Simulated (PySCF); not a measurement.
Geometry (Å), atoms numbered from 1 in this order:
```xyz
19

Cl    5.0383   -0.9653   -0.4776
C     3.3514   -0.8922    0.1236
Si    2.4605    0.4444   -0.8614
O     0.9034    0.5210   -0.3155
Si   -0.6036    1.1949   -0.1441
C    -1.9309   -0.0559   -0.4755
C    -3.2711    0.1049    0.2084
C    -2.3659   -1.0083    0.6122
H     2.8938   -1.8828   -0.0108
H     3.3780   -0.6682    1.1998
H     2.4892    0.0730   -2.3052
H     3.1620    1.7438   -0.6520
H    -0.7637    1.6651    1.2669
H    -0.7226    2.3610   -1.0737
H    -1.9701   -0.4551   -1.4956
H    -4.1663   -0.1332   -0.3722
H    -3.4054    0.9393    0.9048
H    -1.8728   -0.9459    1.5877
H    -2.6308   -2.0268    0.3159
```

Geometry: PBE0-D3(BJ)/def2-SVP; GIAO absolute shieldings from PySCF 2.14, gas phase, non-relativistic, averaged over equivalent atoms.

At PBE0/pcSseg-1 (212 basis functions, 93 s wall time on 1 thread of an Arm Neoverse N1, shared host):
```
  atoms  σ (ppm)
    Cl1    973.4
     C2    154.2
  C7/C8    182.1
     C6    187.0
    Si5    361.6
    Si3    381.5
     O4    299.5
H11/H12    26.48
H13/H14    26.61
 H9/H10    28.33
H16/H19    30.61
H17/H18    30.98
    H15    31.37
```

Question: Estimate the result of repeating the calculation with HF/pcSseg-1.

Answer: 
```
  atoms  σ at HF/pcSseg-1  change
    Cl1            1032.2   +58.8
     C2             163.4    +9.2
  C7/C8             192.5   +10.4
     C6             199.8   +12.8
    Si5             410.5   +48.9
    Si3             426.1   +44.6
     O4             317.0   +17.5
H11/H12             27.37   +0.89
H13/H14             27.61   +1.00
 H9/H10             28.84   +0.51
H16/H19             31.09   +0.48
H17/H18             31.50   +0.52
    H15             32.16   +0.79
```

The largest change is at Cl1 (chlorine bonded to C). Cost: 212 basis functions, 40 s wall time on 1 thread of an Arm Neoverse N1, shared host. The order of the carbon signals is the same at both levels.

Carbons that carry Cl, above all several Cl atoms, come out too deshielded, partly because spin–orbit coupling is missing.
